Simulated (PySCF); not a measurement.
Molecule: `O=C(OC=C)C=C`, C5H6O2.

Numbering as in the mapped SMILES `[CH2:1]=[CH:2][O:3][C:4](=[O:5])[CH:6]=[CH2:7]`. Hydrogens are named by the atom that carries them. Ha(C7) is cis to C4; Ha(C1) is cis to O3; Hb(C7) is trans to C4; Hb(C1) is trans to O3.

Geometry PBE0-D3(BJ)/def2-SVP throughout; GIAO in PySCF, gas phase, one conformer, non-relativistic; equivalent atoms averaged; functional PBE0.

Problem. How do the absolute shieldings σ depend on the basis set? (a selection of nuclei; ppm; last column core-seconds on shared hosts with different chips, so compare them loosely)

Solution. 
```csv
basis set,functions,C2,C4,C7,C6,C1,O3,H(C2),Ha(C7),Hb(C7),core-s
STO-3G,41,117.0,121.8,121.8,125.6,145.9,197.0,25.84,25.98,26.63,5.6
pcSseg-0,75,41.3,17.3,42.8,50.8,82.8,73.7,24.89,25.28,26.23,5
6-31G,75,63.1,42.0,66.4,72.3,101.7,88.3,24.49,25.21,26.23,10
6-31G*,110,59.0,42.2,62.5,71.2,101.3,103.6,24.31,25.07,25.95,15
cc-pVDZ,128,56.9,39.4,60.8,68.1,101.5,97.0,23.65,24.33,25.22,12
def2-SVP,128,54.8,37.0,57.9,65.9,98.1,99.1,23.86,24.39,25.31,11
pcSseg-1,149,36.3,19.3,40.2,49.2,82.3,70.3,23.46,24.20,25.02,9.8
aug-cc-pVDZ,215,54.5,34.5,59.9,67.0,99.9,95.2,23.24,24.14,25.12,26
"6-311+G(2d,p)",225,40.0,22.8,45.4,53.3,87.2,72.6,23.48,24.38,25.33,42
def2-TZVP,253,39.0,21.5,44.1,52.1,86.9,72.8,23.43,24.36,25.30,31
cc-pVTZ,294,41.0,23.3,45.9,54.0,88.1,76.8,23.25,24.18,25.12,39
IGLO-III,305,32.6,15.7,37.8,46.0,81.2,67.1,23.30,24.24,25.19,42
```

Problem. Which nucleus among those listed moves most, in ppm?

Solution. O3 (ester alkoxy oxygen): from 67.1 ppm with IGLO-III to 197.0 ppm with STO-3G. The smallest spread is 1.61 ppm, at Hb(C7). Proton shifts span only some 12 ppm, so a few tenths of a ppm matter as much there as several ppm in carbon.

Problem. Taking the largest basis, IGLO-III (305 functions), as the yardstick, rank the others by their worst heavy-atom deviation.

Solution. pcSseg-1 3.7 ppm (149 functions), def2-TZVP 6.4 ppm (253 functions), 6-311+G(2d,p) 7.5 ppm (225 functions), pcSseg-0 8.7 ppm (75 functions), cc-pVTZ 9.8 ppm (294 functions), aug-cc-pVDZ 28.1 ppm (215 functions), cc-pVDZ 29.9 ppm (128 functions), 6-31G 30.5 ppm (75 functions), def2-SVP 32.1 ppm (128 functions), 6-31G* 36.5 ppm (110 functions), STO-3G 130.0 ppm (41 functions).

A small basis that lands close on one nucleus may do so by chance; judge by the trend and by all nuclei.
